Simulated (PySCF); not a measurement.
## Telling isomers of C5H13PSi apart by NMR

[PySCF 2.14.0 with density-fitted response routines: shieldings: GIAO PBE0/pcSseg-1; GFN2-xTB structure; equivalent nuclei averaged; non-relativistic; isolated molecule; one computed conformer]

Referencing at the same level of theory: 1H, 13C against TMS. Splittings of carbon signals by F and P are missing where no couplings were computed. Where no couplings were computed, multiplicities follow the n + 1 count of equivalent neighbours, and m marks all less simple cases (inequivalent or close neighbours, rings, F or P nearby). Shifts are as computed. Against solution values, carbons near 30 ppm lie about +3 ppm off and those near 130 ppm about +5 ppm. Of 1211 compounds with measured shifts, 218 miss one by over three times the rms of a fit or turn the order of signals round; such compounds aren't used in these exercises.

(1) Tabulate the signals of `CP1CC[SiH2]CC1`, `C=PC[Si](C)(C)C` and their relative energies.

(2) What is the quickest way to tell CP1CC[SiH2]CC1 from C=PC[Si](C)(C)C?

## Answers

(1) 
```json
{"SMILES": "CP1CC[SiH2]CC1", "carbon types": "4×CH2 1×CH3", "δC": "33.4, 17.9, 8.6", "δH": "4.05 (m, 2H), 1.63 (m, 4H), 1.11 (m, 4H), 0.99 (m, 3H)", "E rel. (kcal/mol)": "0.0"}
{"SMILES": "C=PC[Si](C)(C)C", "carbon types": "2×CH2 3×CH3", "δC": "181.1, 31.7, -1.1", "δH": "8.09 (m, 1H), 8.02 (m, 1H), 1.70 (m, 2H), 0.08 (s, 9H)", "E rel. (kcal/mol)": "2.9"}
```

Energies are electronic energies at PBE0/pcSseg-1 on these geometries, without zero-point or thermal terms, each for the one conformer computed, which needn't be the lowest.

(2) Both give the same number of carbon signals, but DEPT or the intensities differ. The first has an sp3 CH2 bonded to Si at 8.6 ppm, the second a carbon double-bonded to a heavier main-group atom (CH2) at 181.1 ppm. Their most deshielded carbons lie at 33.4 and 181.1 ppm. In the proton spectra the most deshielded non-exchanging signals are 4.05 (m, 2H) and 8.09 (m, 1H).
